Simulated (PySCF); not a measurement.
Screening by computed properties: pick the candidate that meets the target.

Species are written as SMILES; each is one conformer at its optimised geometry, gas phase, non-relativistic unless stated. Electronic properties by PySCF.

Dipoles, sizes and rotational constants follow the conformer. The torsions of the flexible species, by atom-mapped SMILES:
- `[CH3:1][C@@H:2]([SiH2:3][PH2:4])[C:5](=[O:6])[CH:7]=[O:8]`: C1–C2–Si3–P4 -68°, C1–C2–C5–O6 -24°, C2–C5–C7–O8 23°, H–P4–Si3–C2 -178°, H–P4–Si3–C2 -85°
- `[CH:1]#[C:2][Si@@H:3]([CH2:4][Cl:5])[CH:6]([Cl:7])[Cl:8]`: C2–Si3–C4–Cl5 180°, C2–Si3–C6–Cl7 66°
- `[CH3:1][O:2][C@@H:3]1[C:4](=[O:5])[CH2:6][Si@@H:7]1[PH2:8]`: C1–O2–C3–C4 -68°, H–P8–Si7–C6 -141°, H–P8–Si7–C6 126°
- `[CH2:1]=[C:2]([O:3][SiH2:4][PH2:5])[C:6]([CH3:7])=[O:8]`: C1–C2–O3–Si4 175°, C2–O3–Si4–P5 -60°, C1–C2–C6–C7 -4°, H–P5–Si4–O3 127°, H–P5–Si4–O3 -140°

The conformers of `O[SiH2]O[Si@@H]1C=C[SiH2]N1` aren't listed.

(1) Wanted: lowest singlet excitation between 5 eV and 5.7 eV (TDDFT B3LYP/def2-SVPD) and lowest triplet excitation (Tamm–Dancoff) above 3 eV (TDA B3LYP/def2-SVPD), at GFN2-xTB geometries. Which candidate meets both?
A. `CO[C@@H]1C(=O)C[Si@@H]1P`
B. `C[C@@H]([SiH2]P)C(=O)C=O`
C. `O[SiH2]O[Si@@H]1C=C[SiH2]N1`
D. `C(#C)[Si@H](C(Cl)Cl)CCl`
E. `C=C(O[SiH2]P)C(C)=O`

(2) Wanted: electronic spatial extent ⟨r²⟩ about the centre of nuclear charge below 1400 bohr² (B3LYP/def2-SVPD) and HOMO–LUMO gap above 4.3 eV (B3LYP/def2-SVPD), at GFN2-xTB geometries. Which candidate meets both?
A. `CO[C@@H]1C(=O)C[Si@@H]1P`
B. `C#C[Si@@H](CCl)C(Cl)Cl`
C. `C[C@@H]([SiH2]P)C(=O)C=O`
D. `C=C(O[SiH2]P)C(C)=O`

Results:

(1) C. Computed values:
```csv
species,lowest singlet excitation,lowest triplet excitation (Tamm–Dancoff)
C[C@@H]([SiH2]P)C(=O)C=O,2.67 eV,2.15 eV
C=C(O[SiH2]P)C(C)=O,3.67 eV,2.88 eV
CO[C@@H]1C(=O)C[Si@@H]1P,3.83 eV,3.35 eV
O[SiH2]O[Si@@H]1C=C[SiH2]N1,5.47 eV,4.23 eV
C(#C)[Si@H](C(Cl)Cl)CCl,5.97 eV,4.98 eV
```

(2) A. Computed values:
```
                 species  electronic spatial extent ⟨r²⟩ about the centre of nuclear charge  HOMO–LUMO gap
CO[C@@H]1C(=O)C[Si@@H]1P                                                         1381 bohr²        5.36 eV
     C=C(O[SiH2]P)C(C)=O                                                         1466 bohr²        4.44 eV
C[C@@H]([SiH2]P)C(=O)C=O                                                         1602 bohr²        4.16 eV
  C#C[Si@@H](CCl)C(Cl)Cl                                                         2061 bohr²        6.96 eV
```
